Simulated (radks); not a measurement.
The numbers below are computed, except where a source is named.
All-electron atom: neutral nitrogen in [He] 2s2 2p3 (the NIST ground configuration).

Level of theory: scalar-relativistic Kohn-Sham, PBEsol, spin-polarised, spherical densities, point nucleus; open shells are filled with parallel spins first (a radial shooting solver on a logarithmic mesh with Libxc functionals).

Energy parts (eV):
| part | energy |
|---|---|
| total | -1479.177 |
| kinetic | 1475.906 |
| electron-nucleus | -3487.177 |
| Hartree | 708.761 |
| exchange-correlation | -176.668 |

Orbitals (lengths in bohr, moments of r in powers of bohr; r(90%) holds 90 % of the orbital's charge):
| orbital | occ. | eigenvalue (eV) | r(90%) | <r^4> | <1/r> |
|---|---|---|---|---|---|
| 1s up | 1 | -382.5444 | 0.414 | 0.01371 | 6.616 |
| 1s down | 1 | -380.9720 | 0.412 | 0.01341 | 6.636 |
| 2s up | 1 | -19.7290 | 2.09 | 8.452 | 1.113 |
| 2s down | 1 | -15.1563 | 2.22 | 10.83 | 1.065 |
| 2p up | 3 | -8.2554 | 2.48 | 18.45 | 0.9593 |
| 2p down | 0 | -3.9976 | 2.98 | 41.83 | 0.8664 |

The highest occupied level is 2p up at -8.255 eV. For comparison, the ionisation energy in NIST's Atomic Spectra Database is 14.534 eV (measured). In exact Kohn-Sham theory the highest level is minus the ionisation energy, but local and semilocal functionals leave it too shallow, through self-interaction and a potential that decays too fast; potentials with the right tail come closer.
